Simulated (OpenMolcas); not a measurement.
# Zn+: CASPT2 settings compared

```yaml
Program: OpenMolcas 26.06
Basis: ANO-L-VQZP [7s6p4d3f2g]
Scalar_Hamiltonian: non-relativistic, point nucleus
Active_space: 1 electron in 4 orbitals (4s 4p)
State_averaging: 2S+1 = 2 even, 1 root; 2S+1 = 2 odd, 3 roots
Spin-orbit_coupling: RASSI with atomic mean-field integrals over the reference wave functions, term energies averaged over their components
```

Methods on the same reference wave functions:
A. CASSCF
B. SS-CASPT2, IPEA 0.1 Eh, sigma2 regulariser 0.1 Eh (closed shells correlated: 3d)
C. SS-CASPT2, IPEA 0.2 Eh, no level shift (closed shells correlated: 3d)
D. SS-CASPT2, IPEA 0.4 Eh, sigma1 regulariser 0.5 Eh (closed shells correlated: 3d)

Energies in cm⁻¹ above 4s ²S_1/2, the measured ground level; measured values from NIST Handbook of Basic Atomic Spectroscopic Data.

```tsv
Level	A	B	C	D	Measured
4s ²S_1/2	0.0	0.0	0.0	0.0	0.0
4p ²P°_1/2	43445	46970	46941	46883	48481
4p ²P°_3/2	44115	47640	47611	47553	49355
```

Deviations, from unrounded energies. A percentage is the sum of absolute deviations over the sum of measured energies, with the sign that they share, or ± where signs differ.

| Against measurement | Levels | A | B | C | D |
| --- | --- | --- | --- | --- | --- |
| mean absolute deviation (cm-1) | 2 | 5100 | 1600 | 1600 | 1700 |
| other configurations (%) | 2 | -10.5 | -3.3 | -3.4 | -3.5 |

B, C lie about equally close to measurement and A furthest from it. The largest miss of B in the table is 4p ²P°_3/2, by -1700 cm-1. The ranking rests on the paired levels alone, and a cruder setting can come out closer through cancelling errors.

Among B to D the level of the table that moves most is 4p ²P°_1/2, by 87 cm-1 (lowest in D, highest in B).

The lowest spin-free term lies below A's lowest term by 0.496 hartree in B, 0.495 hartree in C, 0.494 hartree in D.

With one active electron the reference holds no correlation, so core polarisation is missing (holds for A). With one active electron, CASPT2 adds the correlation within the correlated inactive shells and between them and that electron, and leaves the splitting within a term as the reference gives it (holds for B; C; D). Measured partners are found by configuration, term and J. A level has none where our copy of the source lacks it or the pairing is in doubt (some pairs that miss far off the trend of their configuration count as doubtful), and it then counts in no deviation. Levels of configurations outside the active space are missing.

° marks odd parity.
